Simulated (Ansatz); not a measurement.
A run for Ansatz (a quantum-chemistry and plane-wave program): U-wB97M-V/def2-TZVPP on C3H4O (SMILES [CH2]C([CH2])=O), 2S+1 = 1, a spin state set in the input, which need not be the lowest, at the other state's geometry.

Ansatz 0.2 input:
```yaml
crystal:
  periodic: [false, false, false]
  atoms:
    - {symbol: C, position_ang: [1.09606926, -0.71668659, 0.49568454]}
    - {symbol: C, position_ang: [0.01086881, 0.06467561, -0.01627381]}
    - {symbol: C, position_ang: [-1.29843370, -0.48749652, -0.19268554]}
    - {symbol: O, position_ang: [0.21437627, 1.27566028, -0.32098423]}
    - {symbol: H, position_ang: [2.06177922, -0.24636957, 0.60719069]}
    - {symbol: H, position_ang: [0.97521907, -1.75552470, 0.77100672]}
    - {symbol: H, position_ang: [-2.07799619, 0.14986942, -0.58290912]}
    - {symbol: H, position_ang: [-1.52503847, -1.51621232, 0.05223439]}
basis:
  gaussian:
    orbitals: def2-TZVPP
hamiltonian:
  xc: {name: wB97M-V}
magnetization: {spin_polarized: true, initial_magnetization: 0}
```

Program output:

```
WARN ansatz: RAYON_NUM_THREADS=1 ignored (pool sized by the plan → 1); use --threads N
Functional definition: wB97M-V
integrals: 0.09 GiB planned
927 factors; their error is unknown
integrals: 0.13 GiB planned
228 factors; integrals over basis functions are off by at most 9.4e-6 eV
mean field: 1.18 GiB planned
mean field evaluation 1: about -5213.9676 eV, gradient 3.7e1 eV
mean field evaluation 2: about -5174.8755 eV, gradient 8.9e1 eV
mean field evaluation 4: about -5218.7326 eV, gradient 9.0e0 eV
mean field evaluation 8: about -5219.0952 eV, gradient 1.1e-1 eV
mean field evaluation 16: about -5219.0848 eV, gradient 1.0e-3 eV
mean field evaluation 32: about -5219.8264 eV, gradient 1.5e0 eV
mean field -5219.83651577 eV, -191.8254538224 hartree, gradient 1.4e-5 eV, S^2 0.875394; 5 other end points of the search recorded, 0 dependent functions left out
reference -5219.83655551 eV, -191.8254552827 hartree; 15, 15 occupied and 165, 165 virtual orbitals, 927 factors
Total energy: -5219.83655551 eV, -191.8254552827 hartree
```

Self-consistency was reached. Its determinant has ⟨S²⟩ = 0.88, a mixture of spin states.

Cost: very roughly 50 core-seconds.
